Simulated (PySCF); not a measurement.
O2Pt, neutral, multiplicity 3. Atoms are numbered in the order given.

```xyz
3

Pt     0.0000     0.0000     0.1007
O      0.0000    -1.6412    -0.4908
O      0.0000     1.6412    -0.4908
```
Charge 0, spin multiplicity 3.

The structure is a stationary point at B3LYP-D3(BJ)/def2-TZVP. The spin state was assumed, not searched. The def2 effective core potentials stand for the cores of Pt; spin–orbit coupling is left out.

The numbers are results of r2SCAN/def2-TZVPD in PySCF, not measurements.

Mulliken values depend strongly on the basis, most of all with diffuse functions as here. ESP charges are fitted to the potential on shells at 1.4 to 2.0 van der Waals radii. Atomic charges (e):

| atom | Mulliken | ESP fit | Mulliken spin |
|---|---|---|---|
| Pt1 | 0.73 | 0.56 | 1.10 |
| O2 | -0.37 | -0.28 | 0.45 |
| O3 | -0.37 | -0.28 | 0.45 |
